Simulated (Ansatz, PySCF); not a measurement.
The pair A = CH4O (SMILES CO) (first 6 atoms), B = CH2O2 (SMILES O=CO); geometry from B3LYP-D3(BJ)/def2-TZVP.
(charge 0, multiplicity 1):
```xyz
11

C     -0.1896    -0.3503     0.1830
O      0.4893    -0.8055     1.3522
H     -0.9040     0.4454     0.4141
H     -0.7288    -1.2018    -0.2278
H      0.5196     0.0110    -0.5655
H      0.9374    -0.0547     1.7799
O      0.8121     0.8864     3.5621
C      0.0017     0.2523     4.1994
O     -0.6540    -0.8154     3.7739
H     -0.2823     0.5058     5.2285
H     -0.3656    -1.0067     2.8376
```

Correlated levels freeze the cores.

The values were computed with Ansatz (Gaussian orbitals); PySCF for the dispersion terms. 

The monomers are drawn apart, rigid, along the line of their centres of mass. Counterpoise-corrected interaction energies (kcal/mol):

```tsv
level	R = 3.794 Å	R = 4.484 Å
PBE/def2-TZVPPD	-6.8095	-3.1157
PBE-D3(BJ)/def2-TZVPPD	-7.6019	-3.5282
wB97M-V/def2-TZVPPD	-7.3270	-3.3340
CCSD(T)/aug-cc-pVDZ	-6.9115	-3.2453
```

**Question.** R is the distance of the centres of mass. Find the local exponent m of E ∝ R⁻ᵐ between the two points.

**Answer.** 
m = ln(E₁/E₂)/ln(R₂/R₁): PBE/def2-TZVPPD 4.7; PBE-D3(BJ)/def2-TZVPPD 4.6; wB97M-V/def2-TZVPPD 4.7; CCSD(T)/aug-cc-pVDZ 4.5. For scale, two fixed dipoles give m = 3, dipole and quadrupole 4, quadrupoles 5, and dispersion or dipole-induced dipole 6 at long range; at these distances several terms mix, and what is left of overlap and damping shifts m, so it need not match one of them.

Ansatz is a quantum-chemistry and plane-wave program.
